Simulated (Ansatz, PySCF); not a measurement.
This PySCF input computes a PBE/def2-TZVPD energy:

```python
from pyscf import gto, scf, dft

mol = gto.M(
    atom='''
    B    -0.13719713    0.01581645    0.07954862
    N     1.24069437   -0.10311207   -0.68857807
    N    -0.63678429   -1.18306481    0.57291477
    N    -0.67506311    1.29355828    0.15600212
    H     1.65658546    0.80481701   -0.89940789
    H     1.92821914   -0.62675807   -0.14220686
    H    -1.51216728   -1.23502638    1.06982580
    H    -0.19658952   -2.08317754    0.48120373
    H    -1.55333563    1.47703039    0.61569755
    H    -0.26511650    2.12835646   -0.22748244
    H     1.12646135   -0.59599376   -1.57774477
    ''',
    basis='def2-tzvpd',
    charge=1,
    spin=0,
    verbose=4,
)

mf = dft.RKS(mol, xc='pbe').density_fit(auxbasis='def2-universal-jkfit')
mf.grids.level = 3
mf.conv_tol = 1e-9
mf.max_cycle = 100
mf.max_memory = 1500
mf.kernel()
if not mf.converged:
    mf = mf.newton()
    mf.kernel(mf.make_rdm1())
mf.analyze()
```

**Question.** Write an input for the same energy in Ansatz (a program for electronic structure) and say what it gives.

**Answer.** 
Ansatz 0.2 input:
```yaml
crystal:
  periodic: [false, false, false]
  atoms:
    - {symbol: B, position_ang: [-0.13719713, 0.01581645, 0.07954862]}
    - {symbol: N, position_ang: [1.24069437, -0.10311207, -0.68857807]}
    - {symbol: N, position_ang: [-0.63678429, -1.18306481, 0.57291477]}
    - {symbol: N, position_ang: [-0.67506311, 1.29355828, 0.15600212]}
    - {symbol: H, position_ang: [1.65658546, 0.80481701, -0.89940789]}
    - {symbol: H, position_ang: [1.92821914, -0.62675807, -0.14220686]}
    - {symbol: H, position_ang: [-1.51216728, -1.23502638, 1.06982580]}
    - {symbol: H, position_ang: [-0.19658952, -2.08317754, 0.48120373]}
    - {symbol: H, position_ang: [-1.55333563, 1.47703039, 0.61569755]}
    - {symbol: H, position_ang: [-0.26511650, 2.12835646, -0.22748244]}
    - {symbol: H, position_ang: [1.12646135, -0.59599376, -1.57774477]}
basis:
  gaussian:
    orbitals: def2-TZVPD
hamiltonian:
  xc: {name: PBE}
total_charge: 1
output: {forces: true}
```
It gives -193.03550 Eh, and PySCF -193.03561 Eh, a difference of 0.11 mEh, from the treatment of integrals and grids.

It need not be the lowest isomer of its formula.
